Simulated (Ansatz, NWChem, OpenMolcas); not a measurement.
## How basis sets differ on GaH2O2F (SMILES [OH][Ga]([OH])[F])

The species is GaH2O2F (6 atoms), meant as a singlet with charge 0. SMILES: `[OH][Ga]([OH])[F]`. The coordinates come from a PBE0-D4/def2-TZVP relaxation. This is one conformer, not always the lowest.

Each level gives the HOMO–LUMO gap (eV). The values are calculated.

```csv
level,kind,program,value (eV),CPU time
HF/ANO-R0 (sfX2C),Hartree–Fock,OpenMolcas,14.74,2.8 s
HF/ANO-RCC-MB (DKH2),Hartree–Fock,OpenMolcas,16.40,6.6 s
HF/STO-3G,Hartree–Fock,Ansatz,14.52,0.5 s
HF/3-21G,Hartree–Fock,NWChem,15.36,4.9 s
HF/6-31G* (spherical functions),Hartree–Fock,OpenMolcas,15.46,7.7 s
"HF/ANO-RCC-VDZP (DKH2, RICD fitting)",Hartree–Fock,OpenMolcas,15.46,9 s
HF/def2-SVP,Hartree–Fock,Ansatz,15.76,1.9 s
```

All-electron rows without a relativistic Hamiltonian named are non-relativistic. The values span 14.52 to 16.40 eV. A Hartree–Fock LUMO above zero doesn't converge with the basis: it sinks as sets grow more diffuse. Orbital gaps aren't excitation energies. CPU times are rough (shared hosts, several kinds of processor and program).
